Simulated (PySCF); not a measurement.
Compound: C7H14NP.
Numbering: `[CH3:1][N:2]=[P@:3]12[CH2:4][CH2:5][C@H:6]([CH2:7][CH2:8]1)[CH2:9]2`

Structure used (GFN2-xTB), in Å, numbered top down from 1:
```
atom  x, y, z in Å
C1     3.085    0.633    1.294
N2     1.901    1.148    0.640
P3     0.611    0.374    0.244
C4     0.496   -1.118   -0.868
C5    -0.979   -1.531   -0.795
C6    -1.707   -0.563    0.156
C7    -1.906    0.805   -0.518
C8    -0.533    1.480   -0.649
C9    -0.751   -0.315    1.315
H10    3.773    1.474    1.395
H11    2.881    0.240    2.294
H12    3.587   -0.148    0.714
H13    0.818   -0.848   -1.876
H14    1.163   -1.905   -0.508
H15   -1.069   -2.548   -0.407
H16   -1.447   -1.511   -1.780
H17   -2.669   -0.981    0.464
H18   -2.566    1.413    0.104
H19   -2.389    0.685   -1.489
H20   -0.496    2.469   -0.193
H21   -0.206    1.581   -1.686
H22   -1.122    0.421    2.028
H23   -0.479   -1.228    1.844
```

Definitions: NICS(0) = −σiso at the ring centroid; NICS(1) = −σiso and NICS(1)zz = −σzz at ±1 Å along the ring normal z. Level: GIAO PBE0/pcSseg-1 (PySCF, non-relativistic, gas phase) on the GFN2-xTB geometry, one conformer.

Ring bond lengths (Å), with Mayer bond orders in brackets: P3–C4 1.864 (0.86), C4–C5 1.534 (0.99), C5–C6 1.540 (0.99), C6–C9 1.523 (0.96), C9–P3 1.865 (0.81); P3–C8 1.824 (0.95), C8–C7 1.536 (0.99), C7–C6 1.537 (1.00), C6–C9 1.523 (0.96), C9–P3 1.865 (0.81).

Q: What do the NICS probes read (ppm)?

A: 
| ring | type | NICS(0) | NICS(1), two faces | NICS(1)zz, two faces | rms pucker (Å) | centre to ring atoms, mean (Å) |
| --- | --- | --- | --- | --- | --- | --- |
| P3–C4–C5–C6–C9 | 5-membered ring with P; formal bonds all single | -8.3 | -7.3 / -4.8 | -9.1 / -3.2 | 0.29 | 1.36 |
| P3–C8–C7–C6–C9 | 5-membered ring with P; formal bonds all single | -7.7 | -4.1 / -7.3 | -2.7 / -9.6 | 0.27 | 1.36 |

Q: What can be read from them?

A: 
- P3–C4–C5–C6–C9: mean NICS(1)zz -6.2 ppm, shielded. P3, C4, C5, C6, C9 have four or more neighbours, and the NICS criterion for π rings isn't applied. The two faces differ by 5.9 ppm, so no symmetry operation interchanges them.
- P3–C8–C7–C6–C9: mean NICS(1)zz -6.1 ppm, shielded. P3, C6, C7, C8, C9 have four or more neighbours; no verdict on aromaticity is drawn. The two faces differ by 6.9 ppm, so no symmetry operation interchanges them.

Q: What field does 11.7 T along the ring normal induce along that normal at the second NICS(1) probe listed for ring P3–C8–C7–C6–C9, 1 Å off the ring?

A: NICSzz × B0 = -9.6 ppm × 11.7 T = -112 μT, against the applied field.

Q: How shielded are the nuclei of the rings and their hydrogens (means over atoms taken as equivalent)?

A: 
```csv
atoms,environment,σ isotropic (ppm),"principal values of the symmetric part, first atom (ppm)"
P3,phosphorus bonded to 3 C and N,313.0,"182.2, 253.7, 503.2"
C4 (×2),sp3 carbon bound to phosphorus,164.1,"151.5, 171.8, 175.8"
C5 (×2),ring CH2 carbon,156.2,"146.7, 149.2, 174.4"
C6,sp3 carbon at a ring junction,154.3,"143.4, 153.1, 166.6"
C9,sp3 carbon bound to phosphorus,154.9,"148.3, 152.8, 163.7"
H13 (×2),methylene hydrogen,30.39,"27.0, 28.2, 36.9"
H14 (×2),methylene hydrogen,30.08,"25.8, 27.7, 36.7"
H15 (×2),methylene hydrogen,30.00,"24.6, 27.7, 37.8"
H16 (×2),methylene hydrogen,30.03,"25.8, 27.5, 36.6"
H17,methine hydrogen,29.76,"25.5, 26.3, 37.5"
H22 (×2),methylene hydrogen,30.77,"26.9, 28.5, 37.5"
```
